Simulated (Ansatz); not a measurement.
C2H4AlBrO, SMILES `C[CH]1[O][Al]1[Br]` from Hartree–Fock to CCSD(T)

```xyz
9

C    -0.513   -1.032   -0.611
C     0.544   -0.126   -0.057
O     0.431    0.106    1.417
Al    0.320    1.612    0.642
Br    0.007    3.745    1.193
H    -0.413   -1.107   -1.697
H    -1.523   -0.687   -0.384
H    -0.400   -2.039   -0.191
H     1.548   -0.472   -0.312
```

The species carries charge 0 and has multiplicity 1. Correlated methods include outer-core shells of Br, which these sets cover unevenly. Scalar relativity is left out up to krypton. All single points use the PBE0-D4/def2-TZVP geometry. Frozen core, restricted reference, Ansatz 0.2.0.

```json
{"basis": "def2-SVP", "HF (Eh)": "-2966.78658", "MP2 corr.": "-0.75222", "CCSD corr.": "-0.78226", "(T)": "-0.02296", "CCSD(T) total": "-2967.59180"}
{"basis": "def2-TZVPP", "HF (Eh)": "-2967.37198", "MP2 corr.": "-0.92187", "CCSD corr.": "-0.94638", "(T)": "-0.03888", "CCSD(T) total": "-2968.35724"}
{"basis": "def2-QZVPP", "HF (Eh)": "-2967.43540", "MP2 corr.": "-1.28592", "CCSD corr.": "–", "(T)": "–", "CCSD(T) total": "–"}
```
